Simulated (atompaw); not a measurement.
# Cutoff test, Te, PAW (atompaw)

```
Element                 : tellurium (Te)
Generator               : atompaw 4.2.0.5
Type                    : PAW
Functional              : PBEsol
Relativity              : scalar-relativistic
Frozen core             : [Kr] 4d10
Valence charge          : 6
Reference configuration : 5s2 5p4
Partial waves           : 5s (bound); 5s channel at -0.25 Ry; 5p (bound); 5p channel at 0.05 Ry
Local potential         : bessel scheme, radius 2.10 bohr
Core correction         : smooth core density matched at 1.35 bohr
Augmentation charge     : sinc compensation charge, radius 2.35 bohr; PAW radius 2.70 bohr; waves and projectors: bloechl
```

The pseudo-atom Hamiltonian at the reference potential is diagonalised in spherical Bessel functions j_l(qr) that vanish at 20 bohr, with q² up to the cutoff. All-electron valence levels (Ry): 5s -1.1137, 5p -0.4386.

Question: How do the lowest levels (Ry) of each channel move with the cutoff, and are there ghosts?

Answer:

```
cutoff (Ry)     s #1     s #2     p #1    d #1    f #1  Σ f·Δε (mRy)
          8  -1.1123  -0.0314  -0.4385  0.0491  0.1131           3.3
         10  -1.1132  -0.0315  -0.4386  0.0488  0.1131           1.2
         12  -1.1136  -0.0316  -0.4386  0.0486  0.1131           0.4
         15  -1.1136  -0.0316  -0.4386  0.0486  0.1131           0.1
         18  -1.1137  -0.0316  -0.4386  0.0486  0.1131           0.1
        400  -1.1137  -0.0316  -0.4386  0.0486  0.1131           0.0
```

Result: no extra level below or beside the all-electron valence levels (s, p, d, f tested); 10 mRy is reached at 8 Ry and 1 mRy at 12 Ry.
